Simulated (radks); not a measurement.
Question: Numerical settings for the zirconium ion Zr+, [Kr] 4d2 5s1. Method: Dirac Kohn-Sham, PBE, spin-unpolarised, spherical densities, finite nucleus; open shells fill j = l - 1/2 first; Fermi nuclear charge, rms radius 4.2694 fm; computed with a radial shooting solver on a logarithmic mesh with Libxc functionals. The defaults (mesh step 0.008 in ln r, mesh end at 40 bohr or more with all orbitals vanishing there, Anderson mixing 0.5 over 9 steps, residual threshold near 1e-9 with the energy settled to 1e-9 hartree or 1e-11 of itself, here a cap of 90 iterations) give E = -3598.6580 hartree and 5s1/2 at -9.927 eV in 15 iterations. Run on one thread of a shared host, so times are rough (Arm Neoverse V1): 0.13 s of CPU time, 0.13 s wall, 15 iterations on 2314 mesh points. One setting is changed at a time: mesh step in ln r 0.012; mesh step in ln r 0.02; mesh step in ln r 0.2; mesh end (bohr) 2; mesh end (bohr) 20; residual threshold 1e-05; residual threshold 1e-13; mixing 0.2; linear mixing, mixing 0.2; linear mixing, mixing 0.8; mixing history 20; iteration cap 5. Which runs fail to converge, and which converge to a wrong energy?

Answer: Not converged within the cap: mesh step in ln r 0.2; iteration cap 5. Settled on a wrong energy, with an occupied level pushed above zero by the early mesh end: mesh end (bohr) 2 (+12.1 hartree). Apart from these: no run marked as converged misses the energy by more than 1 mhartree.
